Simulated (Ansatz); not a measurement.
Reaction (formal exchange of groups at the Si–O bond): `F[Si](Cl)(Cl)[O][GeH3]` + `O[SiH3]` → `O[SiH2][Si](F)(Cl)Cl` + `[OH][GeH3]`

Calculated with Ansatz (gas phase, PBE0-D4/def2-TZVP geometries, no zero-point term in ΔE). CCSD(T)/CBS adds triple-zeta CCSD(T) − MP2 to the extrapolated MP2 energy (def2 sets, frozen cores). Functionals use def2-TZVPP. HSE06 is defined as in plane-wave codes. For Ge outer-core shells are correlated without core-valence functions, which leaves a few kJ/mol of doubt a bond. Scalar relativity is left out up to krypton. Each species was taken in one conformer, which may not be the lowest.

(1) Is it downhill or uphill in electronic energy at CCSD(T)/CBS, and by how much? (Best estimate.)

(2) What do these levels give: BLYP-D4, r2SCAN-D4, B97M-V, PBE0-D4, BHLYP-D4, PBE, r2SCAN, r2SCANh, HSE06, HF/def2-SVP, MP2/def2-TZVPP, CCSD/def2-TZVPP? (Best estimate.)

(3) What do rigid-rotor, harmonic-oscillator terms from PBE0-D4/def2-TZVP frequencies (298.15 K, 1 bar) make of the CCSD(T)/CBS value? (Best estimate.)

Largest T1 diagnostic among the species: 0.011.

Answers

(1) Ansatz gave: Uphill: ΔE = +147.3 kJ/mol.

(2) Ansatz gave: BLYP-D4 131.9, r2SCAN-D4 140.9, B97M-V 144.6, PBE0-D4 128.6, BHLYP-D4 156.1, PBE 114.8, r2SCAN 140.7, r2SCANh 143.1, HSE06 127.6, HF/def2-SVP 165.7, MP2/def2-TZVPP 155.6, CCSD/def2-TZVPP 153.5 kJ/mol.

(3) The calculation gave: ΔZPE = +3.0 kJ/mol, ΔH = +151.4 kJ/mol, ΔS = -1 J/(mol·K), ΔG = +151.8 kJ/mol. Modes under 50 cm⁻¹ make the entropy rough.

Leaving LDA and LC-ωPBE aside and taking each functional with its dispersion term where it has one, the values, not all of them listed here, spread over 40.2 kJ/mol, from PBE-D4 to BHLYP-D4. LDA lies +9.0 kJ/mol from PBE without D4. In def2-TZVPP, CCSD(T) changes the Hartree–Fock value by −21.6 kJ/mol (the triples alone add −3.2 kJ/mol) and MP2 by −16.2 kJ/mol. From BLYP to BHLYP (50 % exact exchange), in def2-TZVPP and without D4, ΔE moves by +26.0 kJ/mol.
